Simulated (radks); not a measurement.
Task: Pr XXI, configuration [Kr] 4d3. Calculated with a radial shooting solver on a logarithmic mesh with Libxc functionals: Dirac Kohn-Sham, LB94 model potential, spin-unpolarised, spherical densities, finite nucleus; open shells fill j = l - 1/2 first; Fermi nuclear charge, rms radius 4.8919 fm. Some entries of the table are withheld. Estimate them.

orbital  occ.  eigenvalue (eV)  <r> (bohr)  <r^2> (bohr^2)
1s1/2       2        -42500.66     0.02406       0.0007873
2s1/2       2              (1)      0.1023         0.01241
2p1/2       2        -6950.713     0.08577             (2)
2p3/2       4        -6463.490     0.09208             (3)
3s1/2       2        -2000.498         (4)         0.08351
3p1/2       2        -1844.863      0.2597             (5)
3p3/2       4        -1747.527      0.2717             (6)
3d3/2       4        -1476.211         (7)         0.06906
3d5/2       6        -1454.964         (8)         0.07107
4s1/2       2              (9)      0.5861          0.3861
4p1/2       2        -716.2346      0.5931          0.3979
4p3/2       4        -691.1155      0.6144          0.4264
4d3/2       3        -590.2051      0.6249          0.4467
4d5/2       0        -585.1228      0.6312          0.4554

Result: 
(1) 2s1/2 eigenvalue (eV): -7313.596
(2) 2p1/2 <r^2> (bohr^2): 0.009070
(3) 2p3/2 <r^2> (bohr^2): 0.01032
(4) 3s1/2 <r> (bohr): 0.2703
(5) 3p1/2 <r^2> (bohr^2): 0.07829
(6) 3p3/2 <r^2> (bohr^2): 0.08543
(7) 3d3/2 <r> (bohr): 0.2423
(8) 3d5/2 <r> (bohr): 0.2460
(9) 4s1/2 eigenvalue (eV): -776.7609
